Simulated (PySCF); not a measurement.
Potential energy of GeS along the bond

Set-up: Ge x2c-SVPall, S x2c-SVPall; spin-free X2C with a Gaussian nucleus (PySCF 2.14). Energies in eV from Ge + S in their ground configurations at the same level. State: ¹Σ⁺ (singlet), closed shell.

All columns are PW91. A positive dipole means Ge(−)S(+).

```
R (Å)  E (eV)  μ (D)  Mulliken charge on Ge (basis-dependent)  HOMO (eV)  LUMO (eV)  Mayer bond order  ⟨S²⟩
1.736  -4.136  -0.59                                     0.06      -6.49      -2.26              2.50  0.00
1.817  -5.131  -0.95                                     0.10      -6.62      -2.47              2.48  0.00
1.898  -5.701  -1.29                                     0.15      -6.72      -2.68              2.46  0.00
1.958  -5.922  -1.54                                     0.17      -6.77      -2.83              2.45  0.00
2.019  -6.009  -1.79                                     0.20      -6.80      -2.98              2.44  0.00
2.080  -5.994  -2.02                                     0.22      -6.65      -3.11              2.43  0.00
2.160  -5.855  -2.30                                     0.24      -6.45      -3.28              2.43  0.00
2.261  -5.551  -2.63                                     0.25      -6.23      -3.48              2.42  0.00
2.382  -5.072  -2.97                                     0.26      -6.01      -3.70              2.43  0.00
2.544  -4.350  -3.36                                     0.26      -5.77      -3.94              2.43  0.00
```

A fit through these points gives, at Re = 2.039 Å, μ = -1.86 D and dμ/dR = -3.83 D/Å; the reduced mass is 22.32 u.

Question: How strong is the fundamental in the double-harmonic approximation, I = 42.26·(dμ/dR)²/μred km/mol?

Answer: I = 42.26·(-3.83)²/22.32 = 27.8 km/mol at PW91.
